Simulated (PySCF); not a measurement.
# Be²⁺ (beryllium, charge +2) across methods

1s2, closed-shell 1S. Calculation: PySCF 2.14, in dyall-acv3z (15s9p4d2f, 76 functions); no relativity, point nucleus.

| method | E (hartree) | mean ε 1s (eV) | Σ⟨r²⟩ (bohr²) | ⟨S²⟩ |
| --- | --- | --- | --- | --- |
| PBE0 | -13.6287 | -137.94 | 0.4711 | 0.000 |
| PBE | -13.6196 | -132.26 | 0.4742 | 0.000 |
| wB97M-V | -13.6578 | -140.75 | 0.4675 | 0.000 |
| LDA | -13.4447 | -130.79 | 0.4809 | 0.000 |
| PW91 | -13.6339 | -132.52 | 0.4741 | 0.000 |
| r2SCAN | -13.6575 | -134.52 | 0.4683 | 0.000 |
| UHF | -13.61129 | -154.21 | 0.4637 | 0.000 |
| B3LYP | -13.6542 | -137.26 | 0.4724 | 0.000 |
| CAM-B3LYP | -13.6317 | -139.17 | 0.4730 | 0.000 |
